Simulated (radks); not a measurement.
Problem. Ho IV, configuration [Xe] 4f10. All-electron calculation, Dirac Kohn-Sham, PBE, spin-unpolarised, spherical densities, finite nucleus; open shells fill j = l - 1/2 first; Fermi nuclear charge, rms radius 5.2022 fm. Program: a radial shooting solver on a logarithmic mesh with Libxc functionals. Some entries of the table are withheld. Estimate them.

| orbital | occ. | eigenvalue (hartree) | <r^2> (bohr^2) | r(max) (bohr) |
|---|---|---|---|---|
| 1s1/2 | 2 | -2037.961 | 0.0005883 | 0.01311 |
| 2s1/2 | 2 | -341.7031 | 0.009111 | 0.07479 |
| 2p1/2 | 2 | -325.3112 | 0.006582 | 0.05625 |
| 2p3/2 | 4 | -293.8219 | 0.007805 | 0.06237 |
| 3s1/2 | 2 | -77.26778 | 0.06029 | 0.2115 |
| 3p1/2 | 2 | -70.08885 | 0.05588 | 0.1990 |
| 3p3/2 | 4 | -63.51247 | 0.06278 | 0.2118 |
| 3d3/2 | 4 | -51.19310 | (1) | 0.1675 |
| 3d5/2 | 6 | -49.75646 | (2) | 0.1711 |
| 4s1/2 | 2 | -16.23496 | (3) | 0.4841 |
| 4p1/2 | 2 | -13.38202 | 0.3175 | (4) |
| 4p3/2 | 4 | -11.90342 | 0.3554 | (5) |
| 4d3/2 | 4 | -7.20263 | 0.4021 | 0.5177 |
| 4d5/2 | 6 | -6.93358 | 0.4170 | 0.5265 |
| 5s1/2 | 2 | -2.93836 | 1.762 | (6) |
| 5p1/2 | 2 | (7) | 2.193 | 1.222 |
| 5p3/2 | 4 | (8) | 2.493 | 1.301 |
| 4f5/2 | 6 | -1.30493 | 0.7907 | 0.5173 |
| 4f7/2 | 4 | -1.26647 | 0.8178 | 0.5223 |

Solution. 
(1) 3d3/2 <r^2> (bohr^2): 0.04962
(2) 3d5/2 <r^2> (bohr^2): 0.05153
(3) 4s1/2 <r^2> (bohr^2): 0.3036
(4) 4p1/2 r(max) (bohr): 0.4867
(5) 4p3/2 r(max) (bohr): 0.5139
(6) 5s1/2 r(max) (bohr): 1.126
(7) 5p1/2 eigenvalue (hartree): -2.14429
(8) 5p3/2 eigenvalue (hartree): -1.94205
